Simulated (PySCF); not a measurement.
## Excitation energy of Sc by level of theory

Sc [Ar] 3d1 4s2 (2D) → Sc [Ar] 3d1 4s1 4p1 (high-spin determinant), as a difference of total energies. All numbers are calculated (PySCF 2.14, no relativity, point nucleus, in aug-cc-pVTZ (8s7p5d3f2g, 93 functions)). Correlated levels: valence: [Ar] frozen. The calculations carry no spin-orbit coupling.

| method | excitation energy (eV) |
| --- | --- |
| UHF | 0.920 |
| MP2 (valence) | 1.561 |
| SCS-MP2 (valence) | 1.756 |
| CCSD (valence) | 1.743 |
| CCSD(T) (valence) | 1.769 |

Question: How much does correlation contribute at CCSD(T) (valence)?

Answer: 1.769 − (0.920) = 0.849 eV, measured against UHF.

The determinant of the upper state mixes LS terms, which raises its energy above the lowest term, most at the Hartree-Fock and MP2 levels.
